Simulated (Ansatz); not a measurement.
`C[N](C)[W](=[O])(=[O])[F]` + H–F → `[O]=[W](=[O])([F])[F]` + `CNC` at 400 K and 1 bar (ligand exchange at a W–N bond).

Isolated molecules relaxed with PBE0-D4/def2-TZVP in Ansatz; ΔE leaves out vibrations. CCSD(T)/CBS is the MP2 limit (def2-TZVPP, def2-QZVPP) plus CCSD(T) − MP2 in def2-TZVPP, frozen cores. This one scheme is used for every species. def2 core potentials past Kr. For W outer-core shells are correlated without core-valence functions, which leaves a few kJ/mol of doubt a bond. One conformer a species, not always the lowest.

```tsv
species	CCSD(T)/CBS energy (Eh)	H − E (kJ/mol)	S (J/(mol·K))
`C[N](C)[W](=[O])(=[O])[F]`	-451.69287	280.9	446.6
H–F	-100.39570	36.5	182.2
`[O]=[W](=[O])([F])[F]`	-417.08739	54.4	346.2
`CNC`	-135.00321	264.6	293.2
```

H − E and S are ideal-gas, rigid-rotor, harmonic terms from PBE0-D4/def2-TZVP, for one conformer and one mirror image of each species. 1 Eh = 2625.50 kJ/mol, R = 8.31446 J/(mol·K).

**Question.** By hand: ΔE, ΔH, ΔS and ΔG.

**Answer.** ΔE = (-417.08739) + (-135.00321) − (-451.69287) − (-100.39570) = -0.00203 Eh = -5.3 kJ/mol. Δ(H − E) = 54.4 + 264.6 − 280.9 − 36.5 = 1.6, so ΔH = -3.7 kJ/mol. ΔS = 346.2 + 293.2 − 446.6 − 182.2 = 10.6 J/(mol·K). ΔG = -3.7 − 400 × (10.6)/1000 = -7.9 kJ/mol.

**Question.** By hand: the equilibrium constant, and the temperature at which ΔG would vanish if ΔH and ΔS stayed fixed.

**Answer.** log₁₀ K = −ΔG/(RT ln 10) = 1.0. ΔH and −TΔS have one sign here, so there is no such temperature.

TΔS isn't small against ΔH here. A doubt of 5 kJ/mol in ΔE shifts log₁₀ K by 0.7 here. Other conformers and mirror images would add mixing entropy, several J/(mol·K) or more a flexible species. Modes under 60 cm⁻¹, often nearly free rotors, make the harmonic entropy too high. These are equilibria of isolated gas molecules and say nothing of rates. Largest T1 diagnostic: 0.023 (customary marks: 0.02 for closed shells, 0.045 for open ones).

ΔS is within the doubt of such terms, so its sign, and with it that verdict, could turn.
